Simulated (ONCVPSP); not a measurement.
# Configuration tests for arsenic (As) (ONCV)

As, optimised norm-conserving Vanderbilt (ONCV), made with ONCVPSP 4.0.1 (LDA (Perdew-Wang 92), scalar-relativistic). Core [Ar] 3d10, reference 4s2 (charge +3). Waves: 4s: rc 1.60 bohr, ncon 4, nbas 8, qcut 3.5 1/bohr, 2 projectors, debl 3.9 Ha; p scattering state at 0.46 Ha: rc 1.65 bohr, ncon 4, nbas 8, qcut 4.5 1/bohr, 1 projector; d scattering state at 0.27 Ha: rc 1.35 bohr, ncon 4, nbas 7, qcut 8.1 1/bohr, 3 projectors, debl 1.6 Ha. Local part: polynomial inside 1.10 bohr (lpopt 5, dvloc0 0 Ha). Core correction: Teter function fitted to the true core (icmod 2), fcfact 0.65.

In the p channel the program set the typed energies aside and used 0.050 Ha.

Energies are relative to the spin-unpolarised reference configuration 4s2; without spin polarisation the order of configurations can differ from experiment.

Task: Give the all-electron excitation energy and the error of the potential for: 4s2 4p3; 4s2 4p2; 4s2 4p1; 4s1 4p4.

Result:

```json
{"valence configuration": "4s2 4p3", "charge": "0", "ΔE all-electron (eV)": "-55.513", "error AE − PS (meV)": "+1116"}
{"valence configuration": "4s2 4p2", "charge": "+1", "ΔE all-electron (eV)": "-46.193", "error AE − PS (meV)": "+849"}
{"valence configuration": "4s2 4p1", "charge": "+2", "ΔE all-electron (eV)": "-28.036", "error AE − PS (meV)": "+463"}
{"valence configuration": "4s1 4p4", "charge": "0", "ΔE all-electron (eV)": "-46.027", "error AE − PS (meV)": "+1551"}
```

Levels in the configuration 4s2 4p3:

| level | all-electron (eV) | pseudo (eV) |
| --- | --- | --- |
| 4s | -14.700 | -14.453 |
| 4p | -5.342 | -5.536 |

Note: ghosts flagged at negative energy: d at -75.5 eV; GHOST(+) flagged for s at 59.0 eV. A true bound ghost makes a file unfit for plane-wave use.
